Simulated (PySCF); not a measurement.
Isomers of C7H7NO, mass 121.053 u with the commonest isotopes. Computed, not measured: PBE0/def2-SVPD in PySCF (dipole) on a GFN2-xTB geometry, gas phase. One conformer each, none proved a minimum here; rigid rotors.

**Question.** Order these by dipole moment, smallest first.
A. `[CH3:1][C:2](=[O:3])[c:4]1[cH:5][cH:6][cH:7][cH:8][n:9]1` with C1–C2–C4–C5 180° (2-acetylpyridine)
B. `[N:1]#[C:2][CH2:3][C@@H:4]1[CH2:5][CH:6]=[CH:7][C:8]1=[O:9]` with C2–C3–C4–C5 -66°
C. `C[C@@H]1C=COC(C#N)=C1`
D. `[CH3:1][C:2](=[O:3])[c:4]1[cH:5][cH:6][n:7][cH:8][cH:9]1` with C1–C2–C4–C5 180°
E. `[CH3:1][C:2](=[O:3])[c:4]1[cH:5][cH:6][cH:7][n:8][cH:9]1` with C1–C2–C4–C5 180°
F. `[CH2:1]=[CH:2][c:3]1[cH:4][n:5][cH:6][cH:7][c:8]1[OH:9]` with C1–C2–C3–C4 -33°, C7–C8–O9–H 178°
G. `[CH3:1][C:2]#[C:3][C:4]#[C:5][C:6](=[O:7])[NH:8][CH3:9]` with C5–C6–N8–C9 179°

**Answer.** E (1.04 D), D (2.49 D), F (2.65 D), A (3.36 D), B (4.03 D), G (4.56 D), C (4.99 D).

**Question.** Order these by rotational constant C, smallest first.
A. `[O:1]=[CH:2][NH:3][C:4]1=[CH:5][C@@H:6]2[CH:7]=[CH:8][C@H:9]12` with O1–C2–N3–C4 0°, C2–N3–C4–C5 -178°
B. `C[C@@H]1C=COC(C#N)=C1`
C. `[N:1]#[C:2][CH2:3][C@@H:4]1[CH2:5][CH:6]=[CH:7][C:8]1=[O:9]` with C2–C3–C4–C5 -66°
D. `[CH2:1]=[CH:2][c:3]1[cH:4][n:5][cH:6][cH:7][c:8]1[OH:9]` with C1–C2–C3–C4 -33°, C7–C8–O9–H 178°
E. `[CH3:1][C:2](=[O:3])[c:4]1[cH:5][cH:6][cH:7][cH:8][n:9]1` with C1–C2–C4–C5 180° (2-acetylpyridine)
F. `[CH3:1][C:2]#[C:3][C:4]#[C:5][C:6](=[O:7])[NH:8][CH3:9]` with C5–C6–N8–C9 179°

**Answer.** F (465.1 MHz), C (892.6 MHz), B (945.6 MHz), E (967.8 MHz), D (1007 MHz), A (1077 MHz).

**Question.** Order these by rotational constant A, largest first.
A. `[CH3:1][C:2](=[O:3])[c:4]1[cH:5][cH:6][n:7][cH:8][cH:9]1` with C1–C2–C4–C5 180°
B. `[CH2:1]=[CH:2][c:3]1[cH:4][n:5][cH:6][cH:7][c:8]1[OH:9]` with C1–C2–C3–C4 -33°, C7–C8–O9–H 178°
C. `[CH3:1][C:2]#[C:3][C:4]#[C:5][C:6](=[O:7])[NH:8][CH3:9]` with C5–C6–N8–C9 179°
D. `[CH3:1][C:2](=[O:3])[c:4]1[cH:5][cH:6][cH:7][cH:8][n:9]1` with C1–C2–C4–C5 180° (2-acetylpyridine)
E. `C[C@@H]1C=COC(C#N)=C1`

**Answer.** C (7758 MHz), A (3858 MHz), D (3776 MHz), E (3246 MHz), B (2637 MHz).

```
                   SMILES  point group  Ia (u·Å²)  Ib (u·Å²)  Ic (u·Å²)      κ  μa (D)  μb (D)  μc (D)
           CC(=O)c1ccccn1           Cs     133.86     391.44     522.20  -0.77    3.26    0.82    0.00
             C=Cc1cnccc1O           C1     191.65     316.42     501.93  -0.28    2.15    1.55    0.03
O=CNC1=C[C@@H]2C=C[C@H]12           C1     134.49     383.83     469.36  -0.82    0.28    3.10    1.36
           CC#CC#CC(=O)NC      near Cs      65.14    1027.92    1086.60  -0.99    2.27    3.95    0.02
    C[C@@H]1C=COC(C#N)=C1           C1     155.71     409.83     534.43  -0.75    4.97    0.01    0.51
      N#CC[C@@H]1CC=CC1=O           C1     156.29     434.08     566.18  -0.77    2.97    2.62    0.78
           CC(=O)c1ccncc1           Cs     130.99     411.24     539.08  -0.80    0.57    2.42    0.00
           CC(=O)c1cccnc1           Cs     133.35     404.25     534.45  -0.79    0.88    0.55    0.00
```
